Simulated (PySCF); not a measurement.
An unknown is described by computed data only.

Elements present: C, H, N and P. Monoisotopic mass: 137.0394 u.

- UV, first state: lowest singlet excitation: 3.36 eV (369 nm, f = 0.004) [TDDFT PBE0/def2-SVPD]
- 13C NMR: chemical shifts (computed TMS as zero) by class: 188.6 (1 C), 183.2 (1 C), 156.9 (1 C), 142.0 (1 C), 133.9 (1 C), 125.5 (1 C), 21.8 (1 C) ppm [GIAO PBE0/pcSseg-1]
- Polarisability: 115.8 au [PBE0/def2-SVPD]
- Rotational structure: rotational constants A, B, C: 1.989, 1.458, 0.846 GHz [GFN2-xTB]
- NMR, other nuclei: isotropic shieldings of nuclei other than C and H, by class: -109 (1 N), 123 (1 P) ppm [GIAO PBE0/pcSseg-1]
- 1H NMR: chemical shifts (computed TMS as zero) by class: 10.50 (1 H), 8.94 (1 H), 7.78 (1 H), 7.35 (1 H), 5.84 (1 H), 2.47 (3 H) ppm [GIAO PBE0/pcSseg-1]

The electronic properties come from PySCF, for the isolated species, density fitting. Levels stand in brackets. Isolated species at its GFN2-xTB geometry (one conformer only). GFN2-xTB frequencies show an imaginary mode (66i cm⁻¹), so this geometry is no minimum at that level. Each NMR value is the plain mean over a class of atoms that symmetry, rotation or inversion makes alike.

Question: Which formula fits the mass and the elements?

Answer: C7H8NP (calculated 137.0394). No other formula that holds each of these elements comes within 0.0003 u with a fitting electron parity and a possible valence count.

Question: Propose a structure and show how it fits.

Answer: Numbering: `[CH2:1]=[CH:2][c:3]1[p:4][cH:5][n:6][cH:7][c:8]1[CH3:9]`. 7 carbons fall into 7 classes; from least to most shielded: aromatic CH next to a ring nitrogen [C5] (188.6 ppm), substituted aromatic carbon [C3] (183.2 ppm), aromatic CH next to a ring nitrogen [C7] (156.9 ppm), alkene CH carbon [C2] (142.0 ppm), substituted aromatic carbon [C8] (133.9 ppm), terminal =CH2 carbon [C1] (125.5 ppm), benzylic-type carbon [C9] (21.8 ppm). Hydrogen classes from least to most shielded: 1 H on an aromatic CH next to a ring nitrogen, C5 (10.50 ppm), 1 H on an aromatic CH next to a ring nitrogen, C7 (8.94 ppm), 1 H on a terminal =CH2 carbon, C1 (7.78 ppm), 1 H on an alkene CH carbon, C2 (7.35 ppm), 1 H on a terminal =CH2 carbon, C1 (5.84 ppm), 3 H on a benzylic-type carbon, C9 (2.47 ppm). The other shieldings belong to: -109 ppm, pyridine-type nitrogen [N6]; 123 ppm, phosphorus bonded to 2 C [P4]. By its constants the optimised geometry is an asymmetric top. Structure: `Cc1c(C=C)pcnc1`. Computed isomers that give other values at the same levels: `C#CP(C)n1cccc1` (13C chemical shifts (computed TMS as zero) by class: 127.6 (2 C), 117.6 (2 C), 105.4 (1 C), 88.9 (1 C), 25.6 (1 C) ppm); `c1cpc(C2CC2)cn1` (13C chemical shifts (computed TMS as zero) by class: 183.5 (1 C), 155.9 (1 C), 155.1 (1 C), 154.3 (1 C), 24.1 (2 C), 22.9 (1 C) ppm); `C=CPc1cccnc1` (13C chemical shifts (computed TMS as zero) by class: 157.9 (1 C), 154.4 (1 C), 146.8 (1 C), 144.7 (1 C), 139.8 (1 C), 128.9 (1 C), 127.9 (1 C) ppm). The assignments are read from this structure; whether some other isomer fits the data as well wasn't checked.

Conformer computed: `[CH2:1]=[CH:2][c:3]1[p:4][cH:5][n:6][cH:7][c:8]1[CH3:9]`: C1–C2–C3–P4 -2°.
